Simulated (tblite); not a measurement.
C₇H₄N (SMILES N#Cc1[c]cccc1), doublet, geometry from GFN2-xTB; GFN1-xTB (tblite).

Input for tblite:
```
$ tblite run mol.xyz --method gfn1 --charge 0 --spin 1 --etemp 2000 --json tblite.json --no-restart

# file mol.xyz
12

N      3.17161584    -0.32058336    -0.09112734
C      2.02950360    -0.23243974    -0.06085103
C      0.62199741    -0.10786394    -0.02205593
C     -0.22163100    -1.18722200    -0.10613369
C     -1.57930220    -1.11218581    -0.07290941
C     -2.15218890     0.15357020     0.05588740
C     -1.34127443     1.27418791     0.14443493
C      0.03379504     1.16233144     0.10744984
H     -2.20067645    -1.99167621    -0.14269485
H     -3.22755651     0.25063167     0.08570286
H     -1.79072936     2.25154594     0.24402307
H      0.67225428     2.03131384     0.17592770
```

Problem. What does tblite print? Leave out banner, timings and long lists.

Solution. 
```
xTB calculator
 | screened Coulomb repulsion
 | Coulomb electrostatics
 |  * isotropic Klopman-Ohno-Mataga-Nishimoto electrostatics
 |  * onsite third-order electrostatics
 | DFT-D3(BJ) dispersion correction

halogen bonding energy    0.0000000000000E+00 Eh
repulsion energy          3.9763509778841E-01 Eh
dispersion energy        -5.5214248440496E-03 Eh
number of electrons       3.7000000000000E+01 e
integral cutoff           1.9731147476801E+01 bohr

------------------------------------------------------------
  cycle        total energy    energy error   density error
------------------------------------------------------------
      1     -19.84302152214  -2.0235135E+01   7.3749521E-01
      2     -19.94943235216  -1.0641083E-01   4.6681659E-01
      3     -19.94816519352   1.2671586E-03   2.5070052E-01
      4     -19.98823588694  -4.0070693E-02   1.6641205E-02
      5     -19.98911390351  -8.7801657E-04   2.0187021E-03
      6     -19.98912129163  -7.3881242E-06   5.1461173E-04
      7     -19.98912168828  -3.9664277E-07   9.6825215E-05
      8     -19.98912171878  -3.0505657E-08   2.5926419E-05
      9     -19.98912171948  -6.9693584E-10   1.5044706E-05
------------------------------------------------------------

electronic energy        -2.0381235392425E+01 Eh
total energy             -1.9989121719480E+01 Eh

Post processing:
 | Mayer-Wiberg bond orders

[Info] JSON dump of results written to 'tblite.json'
```
